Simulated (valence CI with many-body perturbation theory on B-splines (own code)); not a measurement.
**Te II: electric-dipole lines**

Method: configuration interaction combined with many-body perturbation theory (CI+MBPT): five valence electrons over a frozen Dirac-Fock core [Kr] 4d10, radial functions for each j: 10 s, 10 p, 9 d, 7 f, 4 g, 2 h, with the one-electron correlation potential Σ1, the two-electron term Σ2, the three-electron term Σ3, Breit, model QED; selected CI, second order for the rest, scaled by the run's own slope (own B-spline code, finite nucleus).

Set against measurement, 14 paired levels are off by 121 cm⁻¹ on average, the worst by 350. These come from a selection out of the NIST Handbook of Basic Atomic Spectroscopic Data. Levels without a partner in it may be off by more. Among the levels kept, up to 670 cm⁻¹ of a level comes from second order outside the variational space, and about a tenth of that is noise between levels of different J, which matters for small intervals.

Lines 151 to 200 of 245 in falling wavelength, among levels below 106218 cm⁻¹, chosen from the strongest by gf and those to the six lowest levels. Wavelengths and rates use the calculated energies, so an error of 100 cm⁻¹ moves a line at 1411 Å by 0.14 % and its rate by three times that or more. Electric multipoles are in the length gauge, E1 and E2 with the static RPA response of the core. Weak lines are less certain than strong ones. Lines between different terms over intervals too small for the method are left out, as are lines whose strength nearly cancels. The highest levels of a list are the least certain.

Names give the largest LS component (configuration and term), which can be under half, so a name can repeat, a term be missing and a line seem to break the LS rules; names also repeat where a configuration has a term twice. Letters in brackets count levels of one name in rising energy.

| λ vac (Å) | Upper | Lower | A (s⁻¹) | log gf | Branch % |
| --- | --- | --- | --- | --- | --- |
| 1551 | 5s²5p²5d ⁴F_3/2 [b] | 5s²5p³ ²P°_1/2 | 1.01e+05 | -3.84 | 0.1 |
| 1547 | 5s²5p²5d ⁴D_1/2 [a] | 5s²5p³ ²P°_3/2 | 7.85e+06 | -2.25 | 3.4 |
| 1544 | 5s²5p²5d ²F_5/2 | 5s²5p³ ²P°_3/2 | 3.05e+05 | -3.18 | 0.3 |
| 1541 | 5s²5p²6s ²P_3/2 | 5s²5p³ ²P°_3/2 | 6.17e+07 | -1.06 | 10.6 |
| 1520 | 5s5p⁴ ⁴P_1/2 | 5s²5p³ ²D°_3/2 | 2.06e+06 | -2.85 | 10.2 |
| 1513 | 5s5p⁴ ²D_3/2 | 5s²5p³ ²P°_1/2 | 2.60e+07 | -1.45 | 6.4 |
| 1470 | 5s²5p²5d ⁴D_3/2 | 5s²5p³ ²P°_3/2 | 5.02e+06 | -2.19 | 1.5 |
| 1469 | 5s²5p²5d ⁴D_1/2 [a] | 5s²5p³ ²P°_1/2 | 7.62e+07 | -1.31 | 33.2 |
| 1464 | 5s²5p²6s ⁴P_1/2 | 5s²5p³ ²D°_3/2 | 1.32e+08 | -1.07 | 17.0 |
| 1463 | 5s²5p²6s ²P_3/2 | 5s²5p³ ²P°_1/2 | 7.93e+07 | -0.99 | 13.6 |
| 1459 | 5s²5p²5d ⁴D_1/2 [b] | 5s²5p³ ²P°_3/2 | 8.61e+06 | -2.26 | 2.4 |
| 1457 | 5s²5p²5d ⁴D_5/2 | 5s²5p³ ²P°_3/2 | 1.87e+06 | -2.45 | 0.3 |
| 1441 | 5s²5p²5d ⁴F_3/2 [a] | 5s²5p³ ²D°_5/2 | 4.84e+07 | -1.22 | 40.4 |
| 1421 | 5s²5p²6s ⁴P_3/2 | 5s²5p³ ²D°_5/2 | 2.59e+07 | -1.50 | 3.9 |
| 1411 | 5s5p⁴ ⁴P_5/2 | 5s²5p³ ⁴S°_3/2 | 7.89e+05 | -2.85 | 28.0 |
| 1410 | 5s²5p²6s ²D_5/2 | 5s²5p³ ²P°_3/2 | 4.58e+07 | -1.09 | 4.4 |
| 1403 | 5s²5p²6s ²D_3/2 | 5s²5p³ ²P°_3/2 | 3.78e+08 | -0.35 | 40.4 |
| 1399 | 5s²5p²5d ⁴D_3/2 | 5s²5p³ ²P°_1/2 | 2.95e+07 | -1.46 | 9.0 |
| 1397 | 5s²5p²5d ⁴F_3/2 [a] | 5s²5p³ ²D°_3/2 | 2.76e+07 | -1.49 | 23.1 |
| 1389 | 5s²5p²5d ⁴D_1/2 [b] | 5s²5p³ ²P°_1/2 | 1.22e+08 | -1.15 | 33.7 |
| 1380 | 5s²5p²5d ⁴F_5/2 | 5s²5p³ ²D°_5/2 | 5.09e+06 | -2.06 | 3.7 |
| 1378 | 5s²5p²6s ⁴P_3/2 | 5s²5p³ ²D°_3/2 | 2.10e+07 | -1.62 | 3.1 |
| 1377 | 5s²5p²5d ⁴F_3/2 [b] | 5s²5p³ ²D°_5/2 | 8.34e+07 | -1.02 | 76.8 |
| 1365 | 5s²5p²6s ⁴P_5/2 | 5s²5p³ ²D°_5/2 | 1.44e+08 | -0.62 | 17.7 |
| 1361 | 5s²5p²6s ²P_1/2 | 5s²5p³ ²D°_3/2 | 8.27e+08 | -0.34 | 87.3 |
| 1347 | 5s5p⁴ ²D_3/2 | 5s²5p³ ²D°_5/2 | 3.32e+08 | -0.44 | 81.9 |
| 1339 | 5s²5p²5d ⁴F_5/2 | 5s²5p³ ²D°_3/2 | 4.49e+07 | -1.14 | 32.3 |
| 1338 | 5s²5p²6s ²D_3/2 | 5s²5p³ ²P°_1/2 | 1.72e+06 | -2.73 | 0.2 |
| 1338 | 5s5p⁴ ²D_5/2 | 5s²5p³ ²D°_5/2 | 2.58e+05 | -3.38 | 0.6 |
| 1336 | 5s²5p²5d ⁴F_3/2 [b] | 5s²5p³ ²D°_3/2 | 3.98e+06 | -2.37 | 3.7 |
| 1328 | 5s²5p²5d ⁴P_5/2 | 5s²5p³ ²P°_3/2 | 9.35e+06 | -1.83 | 0.2 |
| 1328 | 5s²5p²5d ⁴F_7/2 | 5s²5p³ ²D°_5/2 | 2.56e+07 | -1.27 | 100.0 |
| 1325 | 5s²5p²6s ⁴P_5/2 | 5s²5p³ ²D°_3/2 | 3.80e+05 | -3.22 | 0.0 |
| 1316 | 5s5p⁴ ⁴P_1/2 | 5s²5p³ ⁴S°_3/2 | 1.65e+07 | -2.07 | 81.5 |
| 1310 | 5s²5p²5d ²F_5/2 | 5s²5p³ ²D°_5/2 | 6.55e+05 | -3.00 | 0.6 |
| 1308 | 5s5p⁴ ²D_3/2 | 5s²5p³ ²D°_3/2 | 2.27e+07 | -1.63 | 5.6 |
| 1307 | 5s²5p²6s ²P_3/2 | 5s²5p³ ²D°_5/2 | 3.52e+08 | -0.44 | 60.2 |
| 1302 | 5s²5p²5d ⁴P_3/2 | 5s²5p³ ²P°_3/2 | 2.28e+05 | -3.63 | 0.0 |
| 1299 | 5s5p⁴ ²D_5/2 | 5s²5p³ ²D°_3/2 | 5.04e+06 | -2.12 | 12.5 |
| 1298 | 5s²5p²5d ²S_1/2 | 5s²5p³ ²P°_3/2 | 1.85e+08 | -1.03 | 10.7 |
| 1279 | 5s²5p²5d ⁴P_1/2 | 5s²5p³ ²P°_3/2 | 5.57e+07 | -1.56 | 1.2 |
| 1278 | 5s²5p²5d ²F_7/2 | 5s²5p³ ²D°_5/2 | 2.39e+06 | -2.33 | 100.0 |
| 1277 | 5s²5p²5d ²D_3/2 | 5s²5p³ ²P°_3/2 | 1.79e+08 | -0.76 | 6.9 |
| 1275 | 5s²5p²5d ⁴D_1/2 [a] | 5s²5p³ ²D°_3/2 | 1.26e+08 | -1.21 | 54.8 |
| 1274 | 5s²5p²6s ⁴P_1/2 | 5s²5p³ ⁴S°_3/2 | 6.40e+08 | -0.51 | 82.7 |
| 1273 | 5s²5p²5d ²F_5/2 | 5s²5p³ ²D°_3/2 | 5.14e+07 | -1.13 | 49.2 |
| 1271 | 5s²5p²6s ²P_3/2 | 5s²5p³ ²D°_3/2 | 7.59e+07 | -1.13 | 13.0 |
| 1269 | 5s²5p²5d ²D_5/2 | 5s²5p³ ²P°_3/2 | 8.27e+07 | -0.92 | 1.8 |
| 1256 | 5s²5p²5d ⁴D_3/2 | 5s²5p³ ²D°_5/2 | 5.65e+07 | -1.27 | 17.2 |
| 1246 | 5s²5p²5d ⁴D_5/2 | 5s²5p³ ²D°_5/2 | 1.79e+07 | -1.60 | 3.3 |

(1) How does gf follow from A for the line at 1421 Å?

## Answers

(1) gf = 1.4992 × (2J+1)_upper × A / σ², with σ = 70367 cm⁻¹ and 2J+1 = 4: gf = 0.0314.
